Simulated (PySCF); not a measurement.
**Static response to an electric field**

C4H9ClGe.
Geometry (PBE0-D3(BJ)/def2-SVP, Å), atoms numbered from 1 in this order:
```
atom  x, y, z in Å
C1     2.3012   -0.2897   -0.7156
C2     1.4896    0.4857    0.0088
Ge3   -0.3507    0.0291    0.4130
C4    -0.8313   -1.6828   -0.3938
C5    -1.4915    1.4598   -0.3212
Cl6   -1.0497    3.0281    0.4235
H7     1.9755   -1.2543   -1.1219
H8     3.3351   -0.0007   -0.9375
H9     1.8688    1.4412    0.3914
H10   -0.5794    0.0092    1.9383
H11   -1.8748   -1.9393   -0.1610
H12   -0.1845   -2.4840   -0.0070
H13   -0.7167   -1.6411   -1.4872
H14   -1.3495    1.5549   -1.4069
H15   -2.5571    1.2806   -0.1214
```

Level: CAM-B3LYP/def2-SVPD (PySCF), static field, nuclei fixed, core orbitals frozen in the response. The polarisability tensor in these axes (au):

```
x    96.53  -5.58  -6.62
y    -5.58 103.55   9.07
z    -6.62   9.07  79.97
```

Problem. Diagonalise the tensor; give its mean and Δα, where Δα² is half the sum of the squared differences of the eigenvalues.

Solution. Principal values 75.83, 93.53 and 110.69 au; mean 93.35 au = 13.83 Å³ = 15.39 × 10⁻⁴⁰ C²·m²/J; Δα = 30.19 au (32 % of the mean).

Problem. What is the dipole moment, and where does it point?

Solution. (-0.15, -2.10, -1.13) D, 2.39 D in size, pointing from the negative to the positive side. Measured along this direction, the outermost atoms are Cl6 at the negative end and H12 and H13 at the positive end.

Problem. Along which axes do the principal values lie, and how far do the nuclei extend along each?

Solution. Largest value along (-0.48, 0.81, 0.34), where the nuclei span 5.44 Å; middle along (0.85, 0.53, -0.06), 5.49 Å; least along (0.23, -0.26, 0.94), 3.72 Å. 

Problem. Refractivity n − 1 of an ideal gas of it at 400 K and 1 atm, from the electronic α?

Solution. N = p/kT = 1.8347 × 10¹⁹ cm⁻³, so n − 1 = 2π × N × 13.83 × 10⁻²⁴ cm³ = 1595 × 10⁻⁶ at long wavelengths, for an ideal gas.

Problem. Find the Langevin capture rate constant for H3+ (3.023 u) meeting this molecule (165.960 u), k = 2.342 × 10⁻⁹ cm³/s × √(α in Å³ / reduced mass in u).

Solution. The reduced mass is 2.97 u, so k = 5.05 × 10⁻⁹ cm³/s. The formula leaves out the permanent dipole, which adds to the capture rate.

Problem. In a dilute gas of rigid molecules at 350 K, how does the orientational term μ²/3kT compare with the electronic polarisability?

Solution. In Gaussian units μ²/3kT = 39.49 Å³ against 13.83 Å³, a ratio of 2.86; the Debye molar polarisation (4π/3)N_A(α + μ²/3kT) is 134.5 cm³/mol, leaving out the vibrational part.

Problem. Rayleigh depolarisation ratio (linearly polarised light, static tensor)?

Solution. ρ = 3Δα²/(45ᾱ² + 4Δα²) = 2734.2/(392126 + 3645.5) = 0.00691.

Geometry: PBE0-D3(BJ)/def2-SVP, one conformer, isolated molecule. The calculation is non-relativistic, for germanium too.
